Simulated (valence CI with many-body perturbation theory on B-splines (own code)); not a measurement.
## Hyperfine factors and g values of Ta XXV

Computed by relativistic CI+MBPT: three valence electrons over a frozen Dirac-Fock core [Kr] 4d10, radial functions for each j: 7 s, 7 p, 7 d, 7 f, 4 g, 2 h, with the one-electron correlation potential Σ1 (screened to all orders), the two-electron term Σ2, the three-electron term Σ3, Breit, model QED; selected single and double excitations, second order for the rest, scaled by the run's own slope (own B-spline code, finite nucleus).

No measured spectrum was set against this ion. As an estimate, terms of the open shell hold to a few per cent of their energy, and close levels can change places. Excitations out of the core, of the other parity, are not computed and may begin above about 157 eV (a cautious bound); beyond it only levels of the ground parity were kept, without lifetimes.

A/g_I is the dipole constant over the nuclear g factor μ/I (μ in nuclear magnetons, uniformly magnetised nucleus), B/Q the quadrupole constant per barn. Both hold the static response of the core; the bare values leave it out. Large factors of s and p1/2 electrons are usually good to 5 to 10 %; those of open d and f shells near neutrality can be off by tens of per cent, and small factors of p3/2, d and f electrons come from cancelling terms and can be off by a factor of two or in sign, in half-filled shells by more. B is blank for J = 1/2, where it vanishes, and for nearly pure S terms. Energies count from the lowest level.

Names give the largest LS component (configuration and term), which can be under half, so a name can repeat, a term be missing and a line seem to break the LS rules; names also repeat where a configuration has a term twice. Letters in brackets count levels of one name in rising energy.

```
           Level  E (cm⁻¹)      g  A/g_I (MHz)  A/g_I bare  B/Q (MHz/b)  B/Q bare
     4f3 4I°_9/2       0.0  0.756         3960        3730         1250      1120
    4f3 4I°_11/2     17987  0.968         2850        2900         1550      1360
    4f3 4I°_13/2     33480  1.095         2270        2490         2050      1780
     4f3 4F°_3/2     33807  0.603         4470        4010         -737      -652
 4f3 2H°_9/2 [a]     41625  1.010         2850        2980        -1640     -1470
     4f3 4F°_5/2     45988  1.000         2620        2700          218       189
    4f3 4I°_15/2     46988  1.173         1970        2300         2740      2370
     4f3 4S°_3/2     50950  1.637         -179         784         -712      -653
     4f3 4F°_7/2     51583  1.080         2390        2590        -2850     -2540
     4f3 4G°_5/2     53760  0.647         4180        3770        -1780     -1570
     4f3 4G°_7/2     62030  1.039         2400        2530         1630      1450
     4f3 4F°_9/2     64987  1.184         1800        2140        -1040      -934
4f3 2H°_11/2 [a]     67111  1.113         2060        2280         -181      -207
    4f3 2K°_13/2     67515  0.948         2830        2830         5350      4740
 4f3 2D°_3/2 [a]     74611  1.146         1760        2010         -120     -88.3
 4f3 2G°_7/2 [a]     75205  0.991         2450        2490        -2870     -2540
     4f3 4G°_9/2     77445  1.133         2060        2330          216       182
     4f3 2P°_1/2     78091  0.433         7550        7170                       
    4f3 2K°_15/2     79358  1.036         2480        2610         6880      6070
 4f3 2D°_5/2 [a]     84392  1.204         2090        2510         1070       957
4f3 2H°_11/2 [b]     87060  1.121         2170        2430         1500      1300
     4f3 4D°_3/2     90538  1.088         2160        2350          414       380
 4f3 2D°_5/2 [b]     91595  1.216         1510        1870        -1940     -1720
 4f3 2G°_9/2 [a]     94760  1.114         1990        2210         -913      -794
    4f3 2I°_11/2     96067  1.062         2220        2370         2190      1910
     4f3 4D°_1/2    101680  0.225         7320        6500                       
 4f3 2D°_3/2 [b]    105850  1.058         2360        2510         1230      1090
    4f3 2L°_15/2    106550  0.991         2390        2430         7750      6850
    4f3 2I°_13/2    106740  1.067         2360        2540         3610      3190
     4f3 4D°_7/2    108230  1.404          614        1220         4820      4240
    4f3 2L°_17/2    110150  1.056         2350        2500         9940      8780
 4f3 2H°_9/2 [b]    110880  0.960         2500        2480         1320      1170
 4f3 2F°_5/2 [a]    119750  1.055         2700        2900         98.6      88.7
 4f3 2D°_3/2 [c]    123390  0.986         2340        2350        -1840     -1630
4f3 2H°_11/2 [c]    126640  1.066         2120        2260         1550      1380
 4f3 2F°_7/2 [a]    140290  1.142         2060        2340         1600      1400
 4f3 2D°_5/2 [c]    141270  1.089         2140        2330         4190      3690
 4f3 2G°_9/2 [b]    151850  1.097         2270        2500         2970      2640
 4f3 2G°_7/2 [b]    155690  0.913         2550        2450         5350      4730
 4f3 2F°_7/2 [b]    209210  1.128         1890        2130         5820      5150
```

(1) Take the isotope of mass number 181, with I = 7/2, μ = 2.365 μN and Q = 3.17 b. What is the hyperfine structure of 4f3 4I°_15/2?

Results:

(1) From the table A = 1330 MHz, B = 8690 MHz. Shifts from the centre of gravity in MHz: F = 4: -36400, F = 5: -31300, F = 6: -24900, F = 7: -16800, F = 8: -6890, F = 9: 5180, F = 10: 19700, F = 11: 37100.
